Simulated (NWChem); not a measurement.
C2H2Cl2Si; SMILES C#C[SiH](Cl)Cl

Problem. Give the equilibrium geometry at PBE0/def2-SVP (NWChem) as an XYZ file, with the point group.

Solution. point group Cs; any orientation.
```
7

Si     0.0001     0.0153     0.5344
Cl     1.6734     0.9426    -0.2134
Cl    -1.6783     0.9337    -0.2130
C      0.0044    -1.7275     0.0143
C      0.0069    -2.8986    -0.3147
H      0.0000     0.1432     2.0078
H      0.0090    -3.9338    -0.6095
```
